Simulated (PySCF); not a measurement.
PySCF was given this input:
```python
from pyscf import gto, scf, dft
from pyscf.hessian import thermo

mol = gto.M(
    atom='''
C     1.440134   -0.389111   -0.098065
C     0.022187   -0.002816   -0.011142
F    -0.746661   -0.706202   -0.926188
F    -0.143769    1.353789   -0.246236
F    -0.516737   -0.262322    1.252910
H     1.691929   -1.423606   -0.320310
H     2.198649    0.307780    0.251178
''',
    basis='3-21g',
    charge=0,
    spin=1,
    verbose=3,
)

mf = dft.UKS(mol)
mf.xc = 'pbe'
mf.kernel()
hess = mf.Hessian().kernel()
freq = thermo.harmonic_analysis(mf.mol, hess)
print('frequencies / cm-1', freq['freq_wavenumber'].round(1))
th = thermo.thermo(mf, freq['freq_au'], 298.15, 101325)
thermo.dump_thermo(mf.mol, th)
```

**Question.** What does this run give for the <S^2>, dipole moment, HOMO energy, Mulliken (on the basis functions themselves) charges in atom order?

**Answer.** 
| Property | Value |
|---|---|
| <S^2> | 0.753 |
| dipole moment | 2.02 D |
| HOMO energy | -6.08 eV |
| Mulliken (on the basis functions themselves) charges in atom order | C1 -0.41, C2 0.65, F3 -0.24, F4 -0.24, F5 -0.23, H6 0.24, H7 0.24 |

These values belong to the state on which the SCF converged, which isn't shown to be the lowest.

**Question.** Roughly what does it cost on one core?

**Answer.** roughly 30 core-seconds.
